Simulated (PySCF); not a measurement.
How methods differ on the excitation energy of Zn

Zn [Ar] 3d10 4s2 (1S) → Zn [Ar] 3d10 4s1 4p1, s spin flipped, as a difference of total energies. Calculation: PySCF 2.14, in aug-cc-pVTZ-PP with ECP10MDF (6s6p5d3f2g, 88 functions); a scalar-relativistic core potential. Correlated levels: valence: 3s2 3p6 frozen. The calculations carry no spin-orbit coupling.

| method | excitation energy (eV) |
| --- | --- |
| UHF | 4.113 |
| LDA | 5.028 |
| PBE | 4.784 |
| PBE0 | 4.658 |
| r2SCAN | 4.715 |
| r2SCANh | 4.676 |
| CAM-B3LYP | 4.877 |
| BLYP | 4.887 |
| B3LYP | 4.817 |
| MP2 (valence) | 4.857 |
| SCS-MP2 (valence) | 4.840 |

Question: How much does correlation contribute at MP2 (valence)?

Answer: 4.857 − (4.113) = 0.744 eV, measured against UHF.

The upper determinant mixes two multiplicities, so it lies between the two terms.
